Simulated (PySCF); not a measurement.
Excitations are Tamm–Dancoff values on a coarser integration grid. The basis has no diffuse functions, so Rydberg states are missing or too high.

Cartesian coordinates (Å):
SMILES: C#CN[SiH3]
```xyz
9

C      1.8838     1.0720     1.2002
C      1.2045     0.3349     0.5357
N      0.3941    -0.4590    -0.1798
Si    -1.3478    -0.3886    -0.0933
H      2.4942     1.7166     1.7805
H      0.8501    -1.1238    -0.7866
H     -1.8224    -1.4184    -1.0426
H     -1.8373     0.9509    -0.4850
H     -1.8190    -0.6847     1.2771
```
Charge 0, multiplicity 1.

Problem. What HOMO, HOMO–LUMO gap, dipole moment, T1 excitation (TDA), brightest of the four lowest singlets (TDA), total energy, LUMO and S1 excitation (TDA) does M06-2X/def2-TZVP // B3LYP-D3(BJ)/def2-TZVP run with PySCF give?

Solution. 
```json
{
  "HOMO": "-7.73 eV",
  "HOMO–LUMO gap": "8.53 eV",
  "dipole_moment": "0.285 e·Å",
  "T1 excitation (TDA)": "5.27 eV",
  "brightest of the four lowest singlets (TDA)": "6.85 eV",
  "total_energy": "-423.3826 Ha",
  "LUMO": "0.80 eV",
  "S1 excitation (TDA)": "5.44 eV"
}
```
